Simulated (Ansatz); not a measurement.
Total energies of the cluster Mo2O6 (the lowest singlet isomer of a short search) from Ansatz at r2SCAN-D4/def2-TZVP, gas phase (1 Eh = 27.2114 eV = 2625.5 kJ/mol). The reference geometry is relaxed at r2SCAN-D4/def2-SVP.

```xyz
8

Mo    0.824    0.174   -1.164
Mo   -0.824   -0.174    1.164
O    -2.402   -0.763    1.158
O    -0.360    0.181    2.744
O     0.439   -1.177    0.135
O    -0.439    1.177   -0.135
O     2.402    0.763   -1.158
O     0.360   -0.181   -2.744
```

```csv
state,geometry,energy (Eh)
charge 0 singlet,reference,-588.18112
charge 1 doublet,reference,-587.76620
charge 0 triplet,relaxed at r2SCAN-D4/def2-SVP,-588.07928
charge 0 quintet,relaxed at r2SCAN-D4/def2-SVP,-587.96064
free Mo atom (septet),–,-68.15316
free O atom (triplet),–,-75.05861
```

In the def2 sets Mo takes a core potential; there is no spin–orbit coupling.

Question: Work out the vertical ionisation energy to the doublet.

Answer: E(charge 1 doublet) − E(charge 0 singlet) = -587.76620 − (-588.18112) = 0.41492 Eh = 11.29 eV. For comparison, −ε of the highest occupied level is 8.71 eV at this level, 2.58 eV less.

Question: Which of the charge 0 states is lowest, and how far above it are the others?

Answer: The singlet. triplet: -588.07928 − (-588.18112) = 0.10184 Eh = 267.4 kJ/mol; quintet: -587.96064 − (-588.18112) = 0.22048 Eh = 578.9 kJ/mol.

Question: What is the binding energy per atom against free atoms?

Answer: Atoms: 2 × (-68.15316) + 6 × (-75.05861) = -586.65798 Eh. Binding: -586.65798 − (-588.18112) = 1.52314 Eh = 41.45 eV, or 5.18 eV for each of 8 atoms (no zero-point energy, no counterpoise term).

At r2SCAN-D4/def2-TZVP the gap within one spin of the charge 1 doublet nearly closes, so an electron or hole may be smeared out by delocalisation error. At r2SCAN-D4/def2-TZVP the gap within one spin of the charge 0 triplet nearly closes, so an electron or hole may be smeared out by delocalisation error. At r2SCAN-D4/def2-TZVP the gap within one spin of the charge 0 quintet nearly closes, so an electron or hole may be smeared out by delocalisation error. 

The structure comes from a short search, and lower isomers may exist.
